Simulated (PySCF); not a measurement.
Problem. Write Cartesian coordinates for `C1CC(C[C@H](C(=O)[O-])C1)=C` as optimised with GFN2-xTB. (Charge -1.)

Solution. 
```
atom  x, y, z in Å
C1     2.4574    0.9276   -0.4217
C2     1.3708    0.3223    0.0377
C3     1.2475   -1.1723    0.0962
C4     0.0769   -1.6121   -0.7864
C5    -1.2026   -0.9078   -0.3420
C6    -1.0636    0.6091   -0.3764
C7    -2.4026    1.2382    0.2399
O8    -2.5432    1.0717    1.4570
O9    -3.1439    1.7976   -0.5744
C10    0.1392    1.0483    0.4625
H11    3.3235    0.3783   -0.7611
H12    2.5265    2.0019   -0.4797
H13    1.0442   -1.4778    1.1275
H14    2.1760   -1.6532   -0.2290
H15   -0.0439   -2.7005   -0.7331
H16    0.2981   -1.3499   -1.8256
H17   -1.4476   -1.2009    0.6831
H18   -2.0361   -1.2087   -0.9828
H19   -0.9552    0.9576   -1.4097
H20   -0.1062    0.8188    1.5048
H21    0.2761    2.1287    0.3751
```

Orientation and origin are arbitrary. Atoms count from 1 in this order. C7 (carboxylate carbon) is planar (angles 129.9°, 115.2° and 114.9°, sum 360.0°, 0.01 Å off the plane of its three neighbours). The 6-membered ring C2–C3–C4–C5–C6–C10 has internal angles of 109.1° to 113.9° (sum 666°, against 720° for a flat polygon); it is puckered, 0.23 Å rms from its mean plane, widest ring torsion 58°. C2 (fully substituted alkene carbon) is planar (angles 123.6°, 122.4° and 113.9°, sum 359.9°, 0.03 Å off the plane of its three neighbours). C1 (terminal =CH2 carbon) is planar (angles 122.3°, 121.7° and 116.0°, sum 360.0°, 0.00 Å off the plane of its three neighbours).

Bonds between heavy atoms (Å): C1=C2 1.326, C2–C3 1.501, C3–C4 1.531, C4–C5 1.527, C5–C6 1.524, C6–C7 1.603, C7=O8 1.236, C7–O9 1.235, C6–C10 1.531, C2–C10 1.491.

The geometry is computed with GFN2-xTB (gas phase).

Point group: C1 (no symmetry element, even within 0.4 Å). No frequency check. Torsions: C5–C6–C7–O8 70°, C1–C2–C3–C4 -119°, C2–C3–C4–C5 -57°, C3–C4–C5–C6 57°, C4–C5–C6–C7 -175°.

One conformer stands for the species.
